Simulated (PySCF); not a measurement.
# Polarisability and C₆ of Au (gold, neutral)

[Xe] 4f14 5d10 6s1, 2S determinant. Calculation: PySCF 2.14, in ANO-RCC-VTZP (8s7p5d3f1g, 84 functions); the spin-free X2C one-electron Hamiltonian (Gaussian nucleus). Coupled (time-dependent) response in atomic units; α is the mean over directions. The basis has no added diffuse functions, which lowers α and C₆.

| method | mean α (bohr³) | C₆ (like pair) | S(−4) |
| --- | --- | --- | --- |
| PBEsol | 31.48 | 276.5 | 421.6 |

S(−4) is the Cauchy moment in α(ω) = α(0) + S(−4) ω² + …

Reference α: 36 ± 3 bohr³ (recommended; Schwerdtfeger and Nagle, table of static dipole polarizabilities (2023 update)). Published C₆: 427.0 (Gould and Bucko (2016)).

α(iu) at PBEsol:

```tsv
u (hartree)	α(iu) (bohr³)
0	31.48
0.0500	30.47
0.100	27.92
0.200	21.66
0.300	16.72
0.500	11.22
0.750	8.035
1.00	6.242
1.50	4.124
2.00	2.900
3.00	1.630
5.00	0.7139
```

A single London oscillator, α(iu) = α/(1 + u²/ω²), gives C₆ = (3/4) ω α². Matching the computed C₆ needs ω = 4 × 276.5 / (3 × 31.48²) = 0.372 hartree.

Spin-orbit coupling, which splits the p, d and f shells strongly at this Z, is absent.
